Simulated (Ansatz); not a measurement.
Pulling the pair apart

The pair of H$_{2}$ (SMILES [H][H], atoms 1–2) and SiH$_{4}$O (SMILES [SiH3]O, atoms 3–8), both closed shells, in one local arrangement (a lower one may exist), relaxed at PBE0-D4/def2-TZVP:

| atom | x (Å) | y (Å) | z (Å) |
| --- | --- | --- | --- |
| H1 | 0.0198 | -0.2434 | -2.5251 |
| H2 | -0.5611 | -0.2680 | -2.9933 |
| Si3 | 0.4152 | 0.3086 | 0.8966 |
| O4 | -0.8080 | -0.5932 | 1.5329 |
| H5 | -0.1006 | 1.4937 | 0.1578 |
| H6 | 1.2364 | 0.7488 | 2.0469 |
| H7 | 1.2524 | -0.4858 | -0.0448 |
| H8 | -1.4540 | -0.9607 | 0.9291 |

SiH$_{4}$O is shifted rigidly along the line between the mean atom positions of the two fragments (negative: closer). Counterpoise interaction energies in kJ/mol. Ansatz 0.2.0; basis: def2-TZVPPD; cores frozen in the correlated methods.

| shift (Å) | PBE-D4 | r2SCAN-D4 | HF |
| --- | --- | --- | --- |
| -0.35 | -2.1 | 0.1 | 3.2 |
| -0.17 | -2.4 | -0.5 | 1.7 |
| 0.00 | -2.4 | -0.7 | 0.9 |
| 0.17 | -2.2 | -0.7 | 0.4 |
| 0.42 | -1.9 | -0.6 | 0.0 |
| 0.87 | -1.2 | -0.4 | -0.1 |
| 1.74 | -0.5 | -0.2 | -0.1 |
| 3.49 | -0.1 | -0.1 | 0.0 |

Question: What does CCSD(T) give at these shifts? (Judge from chemistry; the value comes from the calculation.)

Answer: Computed: -0.2, -0.9, -1.1, -1.1, -1.0, -0.7, -0.3, -0.1 kJ/mol. For zero shift, CCSD(T) at an estimated basis limit (MP2 extrapolated from triple and quadruple zeta, plus CCSD(T) − MP2 in triple zeta) gives -1.4 kJ/mol. These are counterpoise interaction energies, counted from the two frozen fragments.

T1 diagnostic: at most 0.011.

For scale, one of the runs: CCSD(T)/def2-TZVPPD, 190 basis functions, launched by `ansatz run in.yaml --threads 2 --pin off --events-out ev --progress --plain --max-ram 5222MiB`. Hardware: 2 CPU threads of an Arm Neoverse V1, shared host. Wall time 26 s; peak host memory 1.9 GiB.
